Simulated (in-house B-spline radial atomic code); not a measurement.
Values are calculated unless marked as measured or tabulated.
**What the choice of pseudopotential does to G0W0 on PBE0: Ga²⁺**

All numbers come from an all-electron radial atomic-structure program (B-spline basis), non-relativistic, configuration [Ar] 3d10 4s1, open shells at high spin. Semilocal Troullier-Martins pseudo-atoms, one channel per l, are made with PBE or LDA for several valence sets and radii, with or without a model core, and set against the all-electron atom. One channel fits only the lowest state of its l, so a second state of that l is approximate. All electrons give 4s up: PBE0 -27.152 eV, G0W0 -30.96 eV, 3d down: PBE0 -43.10 eV, G0W0 -49.87 eV. Potentials are made in the ion's own configuration unless the neutral atom is named, and a smooth local potential serves every l without a channel. Potentials that miss their own reference levels by more than 6 millihartree, or need radii over 3.5 bohr, are left out. Columns give pseudo minus all-electron, in eV; a dash marks a level in the core or of low weight.

| valence | made with | radii (bohr) | model core (bohr) | 4s up PBE0 | 4s up G0W0 | 3d down PBE0 | 3d down G0W0 |
| --- | --- | --- | --- | --- | --- | --- | --- |
| 3d 4s | LDA, neutral atom | s 1.53 p 2.03 d 1.27 | none | -0.24 | -0.67 | +1.19 | +5.39 |
| 3d 4s | PBE, neutral atom | s 2.21 p 2.92 d 1.84 | none | -0.28 | -0.90 | +1.63 | +5.22 |
| 3d 4s | LDA | s 1.62 p 1.90 d 1.43 | 0.33 | -0.16 | -0.61 | +2.06 | +6.13 |
| 3d 4s | PBE, neutral atom | s 2.21 p 2.92 d 1.84 | 0.33 | -0.28 | -0.89 | +2.33 | +5.98 |
| 3p 3d 4s | LDA | s 1.62 p 0.51 d 1.43 | none | -0.33 | -1.22 | +0.16 | +1.35 |
| 3p 3d 4s | PBE, neutral atom | s 1.92 p 0.56 d 1.60 | none | -0.46 | -1.44 | +0.49 | +1.66 |
| 3p 3d 4s | LDA, neutral atom | s 2.49 p 0.73 d 2.07 | none | -0.57 | -1.98 | +0.27 | +1.62 |
| 3p 3d 4s | LDA, neutral atom | s 1.53 p 0.45 d 1.27 | 0.31 | -0.39 | -1.33 | +0.38 | +1.73 |
| 3p 3d 4s | PBE | s 1.62 p 0.51 d 1.44 | 0.31 | -0.42 | -1.33 | +0.54 | +1.77 |
| 3p 3d 4s | PBE, neutral atom | s 1.92 p 0.56 d 1.60 | 0.31 | -0.46 | -1.44 | +0.58 | +1.76 |
| 3p 3d 4s | LDA, neutral atom | s 2.21 p 0.65 d 1.83 | 0.31 | -0.43 | -1.57 | +0.29 | +1.48 |
| 3s 3p 3d 4s | LDA, neutral atom | s 0.52 p 0.51 d 1.43 | none | -0.11 | -0.18 | -0.31 | -0.27 |
| 3s 3p 3d 4s | PBE | s 0.52 p 0.51 d 1.44 | 0.30 | -0.10 | -0.18 | -0.01 | +0.06 |
| 3s 3p 3d 4s | PBE, neutral atom | s 0.66 p 0.65 d 1.84 | 0.31 | -0.18 | -0.36 | -0.07 | 0.00 |

**Question.** How does the G0W0 shift of 4s up, which all sets hold, depend on the valence set?

**Answer.** Mean size: 3s 3p 3d 4s: 0.24 eV; 3d 4s: 0.77 eV; 3p 3d 4s: 1.47 eV. A semicore state feels strong exchange with the other subshells of its n, so the gain is largest when that whole shell is in the valence. A larger valence set can do worse when it takes only part of a shell, whose exchange with the frozen rest is then left to the functional. The means mix radii and the functional used in making the potentials.
